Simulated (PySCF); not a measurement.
# Calculated NMR parameters of C=C(C=O)[C@@H]1[SiH2][C@@H]1OC

| Quantity | Value |
| --- | --- |
| Formula | C6H10O2Si |
| SMILES | C=C(C=O)[C@@H]1[SiH2][C@@H]1OC |
| InChI | InChI=1S/C6H10O2Si/c1-4(3-7)5-6(8-2)9-5/h3,5-6H,1,9H2,2H3/t5-,6-/m0/s1 |
| Point group of the computed structure | C1 |
| Degrees of unsaturation | 3 |
| Carbon signals | 6 |
| Proton signals | 8 |

Structure with atom numbers: `[CH2:1]=[C:2]([CH:3]=[O:4])[C@@H:5]1[SiH2:6][C@@H:7]1[O:8][CH3:9]`. Hydrogens are named by the atom that carries them. Ha(Si6) is cis to C2 on the ring; Ha(C1) is cis to C3; Hb(Si6) is trans to C2 on the ring; Hb(C1) is trans to C3.

Computed data (PySCF 2.14): structure optimised with GFN2-xTB, PBE0/pcSseg-1 with gauge-including orbitals. Non-relativistic Hamiltonian, no solvent, averaged over atoms made equivalent by symmetry, fast rotation or ring inversion, a single conformation.

Chemical shifts δ = σref − σ; 1H (31.72 ppm) and 13C (186.93 ppm) and 29Si (349.16 ppm) vs TMS; H2O for 17O (336.08 ppm), all at this level.

```tsv
carbon	δC, type	δH (multiplicity)	HMBC from (2–3 bonds)	span of the C tensor (ppm)
C1	132.9, CH2	Hb(C1) 6.46 (br s); Ha(C1) 6.09 (br s)	H(C3), H(C5)	223
C2	159.6, C	–	H(C3), Hb(C1), Ha(C1), Ha(Si6), H(C7), Hb(Si6), H(C5)	226
C3	202.8, CH	9.27 (s)	Hb(C1), Ha(C1), H(C5)	185
C5	26.2, CH	2.07 (m)	H(C3), Hb(C1), Ha(C1), Ha(Si6), H(C7), Hb(Si6)	70
C7	68.7, CH	4.03 (m)	Ha(Si6), H(C9), Hb(Si6), H(C5)	129
C9	63.1, CH3	3.16 (s)	H(C7)	96
```

Other nuclei:
```tsv
atoms	nucleus	environment	δ (ppm)	σ (ppm)
Ha(Si6)	1H	hydrogen on a silicon bonded to 2 C, in a 3-membered ring	4.54	27.17
Hb(Si6)	1H	hydrogen on a silicon bonded to 2 C, in a 3-membered ring	2.68	29.04
Si6	29Si	silicon bonded to 2 C, 2 H, in a 3-membered ring	-133.8	483.0
O4	17O	aldehyde oxygen	601.7	-265.6
O8	17O	ether oxygen	15.0	321.1
```

1. Carbon types of the structure: 1 × C, 3 × CH, 1 × CH2, 1 × CH3, leaving 2 H on heteroatoms.
2. δC 202.8: aldehyde carbonyl carbon; the double bond to the heteroatom, with no lone-pair donor beside it, deshields it most.
3. δC 159.6: α carbon of a C=C–C=O unit; an sp2 carbon of a C=C bond.
4. δC 132.9: β carbon of a C=C–C=O unit; conjugation with the carbonyl draws π density from the β position.
5. δC 68.7, 26.2: three-membered-ring carbon.
6. δH 9.27: hydrogen on an aldehyde carbonyl carbon; the C=O anisotropy and electron withdrawal place aldehyde protons far downfield.

Shifts are as computed. Against solution values, carbons near 30 ppm lie about +3 ppm off and those near 130 ppm about +5 ppm. Of 1211 compounds with measured shifts, 218 miss one by over three times the rms of a fit or turn the order of signals round; such compounds aren't used in these exercises. Unscaled 17O shifts of doubly bonded oxygen tend to come out too high, by tens of ppm or more. Experimental scales use liquid or dissolved standards, which lie at an offset from isolated H2O (liquid H2O: subtract about 36 ppm). Multiplicities follow the n + 1 count of equivalent neighbours, as no J values were calculated; m marks all less simple cases, F and P coupling included.
